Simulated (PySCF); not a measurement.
## Electron correlation in Pt⁵⁹⁺ (platinum, charge +59)

Starting occupation: [Ar] 3d1, 3d3/2 with m_j = +3/2. Computed with PySCF 2.14 in an uncontracted even-tempered set (15 s from 18 bohr⁻², ratio 2.8; 12 p from 24 bohr⁻², ratio 2.8; 8 d from 24 bohr⁻², ratio 2.8; 3 f from 72 bohr⁻², ratio 3), with X2C-1e with screened-nucleus spin-orbit coupling, Gaussian nucleus. Frozen: [Ne]; 9 electrons correlated; the 72 highest virtual spinors left out.

MP2 pair energies summed by pair of shells (mhartree):

| pair | energy | share (%) |
| --- | --- | --- |
| 3p3/2-3p3/2 | -194.70 | 40.8 |
| 3p1/2-3p3/2 | -126.25 | 26.4 |
| 3d3/2-3p3/2 | -35.90 | 7.5 |
| 3p3/2-3s1/2 | -34.66 | 7.3 |
| 3p1/2-3p1/2 | -26.52 | 5.6 |
| 3d3/2-3p1/2 | -18.93 | 4.0 |
| 3p1/2-3s1/2 | -17.61 | 3.7 |
| 3s1/2-3s1/2 | -13.98 | 2.9 |
| 3d3/2-3s1/2 | -9.03 | 1.9 |

Total MP2 correlation energy: -477.58 mhartree.

At this charge the one-electron X2C treatment keeps the bare 1/r₁₂, with no two-electron picture change or Breit term. The effect here is smaller than on the frozen 1s shell.
